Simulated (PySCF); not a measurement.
Vertical excitations of a molecule C₃H₄F₂Si from TDA-PBE/def2-SVPD in PySCF, as energy in eV (oscillator strength): 6.06 (0.000), 6.27 (0.000), 6.28 (0.000), 7.09 (0.000), 7.22 (0.034), 7.41 (0.031), 7.44 (0.014), 8.23 (0.007), 8.26 (0.020), 8.30 (0.027). Lowest triplet (TDA): 4.91 eV. The structure is a stationary point at PBE0-D3(BJ)/def2-SVP. The values are those of a single conformer.

### Question
Pick the molecule that these values belong to.
(A) C#C[Si](C)(F)F
(B) C#C[SiH2]C(F)F
(C) C=C=C(F)[SiH2]F
(D) C#C[C@H](F)[SiH2]F

### Answer
A, C#C[Si](C)(F)F
